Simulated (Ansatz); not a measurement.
Basis-set series for FH$_{2}$O$_{2}$Y, SMILES `[OH][Y]([OH])[F]`. Charge 0, multiplicity 1. Y: def2 effective core potential. Geometry: relaxed with PBE0-D4/def2-TZVP. It is one conformer, not always the lowest.

```
functional       basis  functions  energy (Eh)  HOMO (eV)  LUMO (eV)
   PBE0-D4    def2-SVP         83   -289.56964      -8.16      -1.56
   PBE0-D4  def2-QZVPP        312   -289.90924      -8.47      -1.65
   ωB97M-V    def2-SVP         83   -289.68917     -10.63      -0.24
   ωB97M-V  def2-QZVPP        312   -290.03496     -10.97      -0.47
```

(1) Give the rows for def2-TZVPP. (Estimate.)

Answers

(1) Ansatz gave: 
```
functional       basis  functions  energy (Eh)  HOMO (eV)  LUMO (eV)
   PBE0-D4  def2-TZVPP        177   -289.89078      -8.44      -1.65
   ωB97M-V  def2-TZVPP        177   -290.01739     -10.93      -0.41
```
